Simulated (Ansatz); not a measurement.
Species: C$_{2}$H$_{6}$AlI$_{2}$N, SMILES `C[N](C)[Al]([I])[I]` (C–N–Al–I torsion 0°) (charge 0, multiplicity 1).

Q: Give a relaxed geometry from B3LYP-D3(BJ)/def2-SVP (Ansatz, an electronic-structure program).

A: Several could match; the one computed here: the end point of this relaxation, one of several conformers (outside a Z-matrix the atoms follow the SMILES, hydrogens last).
Cartesian coordinates (Å) in one orientation:
```xyz
12

C     -0.088     1.397     0.395
N      0.000     0.000     0.000
C     -1.263    -0.520    -0.498
Al     1.486    -0.964     0.114
I      3.567     0.058     0.988
I      1.486    -3.337    -0.600
H      0.878     1.767     0.768
H     -0.389     2.037    -0.457
H     -0.838     1.542     1.196
H     -2.058    -0.448     0.269
H     -1.610     0.047    -1.384
H     -1.172    -1.576    -0.790
```
